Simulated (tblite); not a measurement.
C₃H₇O (SMILES CC(C)=[OH+]), charge +1, singlet, geometry from GFN2-xTB; tblite with GFN1-xTB.

The tblite input:
```
$ tblite run mol.xyz --method gfn1 --charge 1 --spin 0 --json tblite.json --no-restart

# file mol.xyz
11

O     -0.12196456    -0.11943116     1.32799784
C     -0.00798184    -0.01099008     0.06880575
C      0.07373480     1.28361169    -0.60229975
C      0.04849087    -1.25339967    -0.69585394
H     -0.32280816     2.10426178    -0.00494255
H      0.33273813    -2.09663446    -0.06823236
H     -0.40234208     1.26246429    -1.58195675
H      1.13051027     1.50223461    -0.79778580
H      0.69259699    -1.16845430    -1.56935464
H     -0.95587967    -1.46687807    -1.07995797
H     -0.18456204     0.70312382     1.85433503
```

What the program printed (banner, timings and long lists left out):

```
xTB calculator
 | screened Coulomb repulsion
 | Coulomb electrostatics
 |  * isotropic Klopman-Ohno-Mataga-Nishimoto electrostatics
 |  * onsite third-order electrostatics
 | DFT-D3(BJ) dispersion correction

halogen bonding energy    0.0000000000000E+00 Eh
repulsion energy          1.7867371306495E-01 Eh
dispersion energy        -2.8050901431933E-03 Eh
number of electrons       2.4000000000000E+01 e
integral cutoff           1.9731147476801E+01 bohr

------------------------------------------------------------
  cycle        total energy    energy error   density error
------------------------------------------------------------
      1     -14.21886934248  -1.4394738E+01   5.8024746E-01
      2     -14.32410649669  -1.0523715E-01   3.1311577E-01
      3     -14.32567358410  -1.5670874E-03   1.0741323E-01
      4     -14.32712361659  -1.4500325E-03   1.3929708E-02
      5     -14.32729144067  -1.6782408E-04   2.5954798E-03
      6     -14.32730052094  -9.0802709E-06   1.8883862E-03
      7     -14.32730870093  -8.1799893E-06   2.5895128E-04
      8     -14.32730872761  -2.6682091E-08   6.3230259E-05
      9     -14.32730873628  -8.6662553E-09   1.7069866E-05
------------------------------------------------------------

electronic energy        -1.4503177359200E+01 Eh
total energy             -1.4327308736278E+01 Eh

Post processing:
 | Mayer-Wiberg bond orders

[Info] JSON dump of results written to 'tblite.json'
```
